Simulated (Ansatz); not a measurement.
C2H9ClOSi2, SMILES Cl[Si](C)(O[SiH3])C.

The structure is a stationary point at PBE-D3(BJ)/def2-SVP. One conformer was computed; it need not be the lowest.

Two levels are set side by side: PBE/def2-SVPD (Ansatz, a first-principles code) and CAM-B3LYP/def2-SVPD (Ansatz). Energy differences of separate SCF runs at the same geometry; the states with an electron removed or added have multiplicity 2 and 2. Differences are taken from unrounded values.

```json
[
 {"quantity": "vertical ionisation energy (eV)", "CAM-B3LYP": "10.43", "PBE": "9.52", "PBE minus CAM-B3LYP": "-0.92"},
 {"quantity": "vertical singlet–triplet gap (eV)", "CAM-B3LYP": "7.34", "PBE": "6.21", "PBE minus CAM-B3LYP": "-1.13"}
]
```
